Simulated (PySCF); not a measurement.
## [CeCl4]− at several levels of theory

Computed with PySCF 2.14.0 (density fitting, no spin-orbit coupling) at the geometry relaxed with r2SCAN:

```xyz
5
[CeCl4]− (singlet in the valence; each metal's 4f electrons, 1 of them, lie in its core potential, out of spins and levels)
Ce    0.0000    0.0000    0.0000
Cl    1.5359    1.5359    1.5359
Cl   -1.5359   -1.5359    1.5359
Cl    1.5359   -1.5359   -1.5359
Cl   -1.5359    1.5359   -1.5359
```

| level | basis | state | HOMO (eV) | gap (eV) | charge on Ce1 (e) | population of f-type functions on Ce1 (polarisation alone where 4f lies in the core) | dipole about the centre of mass (D) | largest force component (eV/Å) |
| --- | --- | --- | --- | --- | --- | --- | --- | --- |
| r2SCAN | Ce lcecp-1-SVP with ECP47, Cl def2-SVP | singlet | -3.56 | 6.29 | 0.82 | 0.05 | 0.00 | 0.01 |
| BLYP | the same | singlet | -2.85 | 5.45 | 0.55 | 0.05 | 0.00 | 0.10 |
| M06-L | the same | singlet | -3.45 | 6.28 | 1.09 | 0.05 | 0.00 | 0.04 |
| BP86 | the same | singlet | -3.21 | 5.72 | 0.62 | 0.05 | 0.00 | 0.00 |
| r2SCAN | Ce lcecp-1-TZVP with ECP47, Cl def2-TZVP | singlet | -3.83 | 6.33 | 1.36 | 0.08 | 0.00 | 0.01 |

In the lcecp rows the 4f levels are missing from HOMO and gap, and the state counts the valence alone.

Charges are Mulliken's, which hang on the basis. The relaxation used the grid (50, 194), these runs (75, 302) or, all-electron (x2c bases, spin-free X2C Hamiltonian), (99, 590).

Q: What does PBE with Ce lcecp-1-SVP with ECP47, Cl def2-SVP give here?

A: state singlet, HOMO (eV) -3.11, gap (eV) 5.67, charge on Ce1 (e) 0.61, population of f-type functions on Ce1 (polarisation alone where 4f lies in the core) 0.05, dipole about the centre of mass (D) 0.00, largest force component (eV/Å) 0.02. Time: 6.2 s on 2 threads of Arm Neoverse V1, with other jobs on the host, from an already converged density.

No frequency check is given that shows the relaxed geometry to be a minimum. An lcecp potential fixes the number of 4f electrons, so in runs with it no electron can move into or out of that shell.
